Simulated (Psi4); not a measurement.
# GeH2 (SMILES [GeH2]): name the method

The species is GeH2 (3 atoms), meant as a singlet with charge 0. As SMILES, `[GeH2]`. Geometry: relaxed at PBE0-D4/def2-TZVP.

```xyz
3

Ge   -0.5701    0.4051   -0.2637
H     0.7830    0.7436    0.5090
H    -0.2129   -1.1487   -0.2453
```

Orbital energies are those of the mean-field step.

A calculation with Psi4 1.11 gave:

```json
{
  "total energy": "-2076.7420 Eh",
  "HOMO energy": "-9.20 eV",
  "LUMO energy": "0.17 eV",
  "HOMO–LUMO gap": "9.37 eV"
}
```

**Question.** Which of these levels gave the numbers?
A. BLYP/def2-TZVPPD
B. CCSD/def2-TZVPPD
C. CCSD(T)/def2-TZVPPD
D. PBE/def2-TZVPPD

**Answer.** C. The others give -2077.8227 Eh (PBE/def2-TZVPPD), -2076.7338 Eh (CCSD/def2-TZVPPD), -2078.2036 Eh (BLYP/def2-TZVPPD).
